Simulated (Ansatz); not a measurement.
`BC=C` + `[OH][GeH3]` → `B[O][GeH3]` + ethylene at 700 K and 1 bar (ligand exchange at a B–C bond).

Computed with Ansatz on PBE0-D4/def2-TZVP structures; ΔE is electronic, products minus reactants. CBS: MP2 limit from def2 TZ/QZ plus the TZ coupled-cluster correction, frozen cores. This one scheme is used for every species. For Ge outer-core shells are correlated without core-valence functions, which leaves a few kJ/mol of doubt a bond. Scalar relativity is left out up to krypton.

```
     species  CCSD(T)/CBS energy (Eh)  H − E (kJ/mol)  S (J/(mol·K))
      `BC=C`               -103.86193           214.7          339.5
`[OH][GeH3]`              -2153.69723           141.7          338.7
`B[O][GeH3]`              -2179.12438           187.4          392.9
       `C=C`                -78.48111           168.9          268.4
```

H − E and S are ideal-gas, rigid-rotor, harmonic terms from PBE0-D4/def2-TZVP. 1 Eh = 2625.50 kJ/mol, R = 8.31446 J/(mol·K).

Q: By hand: ΔE, ΔH, ΔS and ΔG.

A: ΔE = (-2179.12438) + (-78.48111) − (-103.86193) − (-2153.69723) = -0.04633 Eh = -121.6 kJ/mol. Δ(H − E) = 187.4 + 168.9 − 214.7 − 141.7 = -0.1, so ΔH = -121.7 kJ/mol. ΔS = 392.9 + 268.4 − 339.5 − 338.7 = -16.9 J/(mol·K). ΔG = -121.7 − 700 × (-16.9)/1000 = -109.9 kJ/mol.

Q: By hand: the equilibrium constant, and the temperature at which ΔG would vanish if ΔH and ΔS stayed fixed.

A: log₁₀ K = −ΔG/(RT ln 10) = 8.2. ΔG = 0 at ΔH/ΔS = 7201 K, far beyond where these terms or the molecules hold.

ΔH outweighs TΔS. A doubt of 5 kJ/mol in ΔE shifts log₁₀ K by 0.4 here. These are equilibria of isolated gas molecules and say nothing of rates. Largest T1 diagnostic: 0.013 (customary marks: 0.02 for closed shells, 0.045 for open ones).
